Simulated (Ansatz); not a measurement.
```yaml
crystal:
  periodic: [false, false, false]
  atoms:
    - {symbol: C, position_ang: [-1.310942, -1.446173, 1.014635]}
    - {symbol: O, position_ang: [-0.483640, -0.225168, 1.116258]}
    - {symbol: Ga, position_ang: [0.442660, 0.475794, -0.335960]}
    - {symbol: N, position_ang: [1.584576, 1.971652, -0.071764]}
    - {symbol: O, position_ang: [0.233957, -0.449980, -1.951682]}
    - {symbol: H, position_ang: [-2.395721, -1.205683, 1.313243]}
    - {symbol: H, position_ang: [-1.324434, -1.898619, -0.043274]}
    - {symbol: H, position_ang: [-0.912556, -2.246122, 1.739362]}
    - {symbol: H, position_ang: [1.491549, 2.539008, 0.815509]}
    - {symbol: H, position_ang: [1.890792, 2.576128, -0.882068]}
    - {symbol: H, position_ang: [0.783768, -0.090848, -2.714258]}
basis:
  gaussian: {orbitals: aug-pcseg-2, final_grid: {core_spheres: 8, valence_spheres: 7, degree: 23}}
magnetization: {spin_polarized: false, initial_magnetization: 2}
hamiltonian: {xc: {name: r2SCAN0}, dispersion: d3bjatm}
accuracy: high
output: {forces: true}
```

```sh
$ ansatz run in.yaml --threads 4 --pin off --events-out ev --progress --plain --max-ram 10444MiB
```

Output, abridged:

```
Functional definition: r2SCAN0
5808 factors; integrals over basis functions are off by at most 4.4e-9 eV
mean field evaluation 1: about -59078.4620 eV, gradient 8.1e1 eV
mean field evaluation 2: about -59078.4975 eV, gradient 8.1e1 eV
mean field evaluation 4: about -59084.8604 eV, gradient 5.2e1 eV
mean field evaluation 8: about -59090.9783 eV, gradient 1.3e1 eV
mean field evaluation 16: about -59091.6828 eV, gradient 8.8e-2 eV
mean field evaluation 32: about -59091.4340 eV, gradient 1.1e0 eV
mean field -59091.68330014 eV, -2171.5793074988 hartree, gradient 3.1e-8 eV, S^2 2.000000; 5 other end points of the search recorded, 0 dependent functions left out
reference -59091.68331630 eV, -2171.5793080923 hartree; 34, 32 occupied and 347, 349 virtual orbitals, 5808 factors
Total energy: -59091.73961868 eV, -2171.5813771670 hartree
Atom 0 at    -1.310942    -1.446173     1.014635 Å, force    -0.057292     0.025396    -0.073409 eV/Å
Atom 1 at    -0.483640    -0.225168     1.116258 Å, force    -0.378525    -1.298837    -0.899083 eV/Å
Atom 2 at     0.442660     0.475794    -0.335960 Å, force    -2.461263    -3.184064    -0.846681 eV/Å
Atom 3 at     1.584576     1.971652    -0.071764 Å, force     0.626712     2.818578     0.508585 eV/Å
Atom 4 at     0.233957    -0.449980    -1.951682 Å, force     1.439551     1.263857    -0.581390 eV/Å
Atom 5 at    -2.395721    -1.205683     1.313243 Å, force     1.783148    -0.255867    -0.451578 eV/Å
Atom 6 at    -1.324434    -1.898619    -0.043274 Å, force     0.115216     0.824719     1.622111 eV/Å
Atom 7 at    -0.912556    -2.246122     1.739362 Å, force    -0.523342     1.371994    -1.106377 eV/Å
Atom 8 at     1.491549     2.539008     0.815509 Å, force     0.502710    -0.387867    -0.625271 eV/Å
Atom 9 at     1.890792     2.576128    -0.882068 Å, force     0.174628    -0.438413     0.659757 eV/Å
Atom 10 at     0.783768    -0.090848    -2.714258 Å, force    -1.221543    -0.739496     1.793336 eV/Å
Dipole moment:     0.520379     0.527754     0.041566 e Å
```

Hardware: 4 threads of an Arm Neoverse V1 on a shared host. Wall time 3.1 min, peak host memory 5.9 GiB.
